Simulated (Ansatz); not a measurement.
C₃H₈BCl, SMILES `CBCCCl`. Total charge 0; spin multiplicity 1.

Z-matrix (Å, degrees):
```
C
B 1 1.557
H 1 1.101 2 106.0
H 1 1.094 2 112.2 3 -113.6
H 1 1.091 2 116.5 3 119.2
C 2 1.565 1 125.8 3 -105.4
H 2 1.202 1 118.1 3 72.3
C 6 1.507 2 117.1 1 -1.9
H 6 1.099 2 107.4 1 -126.6
H 6 1.099 2 107.5 1 122.8
Cl 8 1.792 6 112.3 2 179.6
H 8 1.090 6 111.9 2 -61.4
H 8 1.090 6 111.9 2 60.6
```

Give the diagnostics of a CCSD(T)/def2-TZVPP run (frozen core, the Gaussian-basis code of Ansatz). (Estimate.)

Ansatz gave: T1 = 0.0095, largest single amplitude 0.017, largest double 0.020, (T) share of the correlation energy 3.8 %, 8 CCSD cycles. The RHF solution is stable towards an unrestricted one. T1 lies under the customary mark of 0.02 for closed shells.
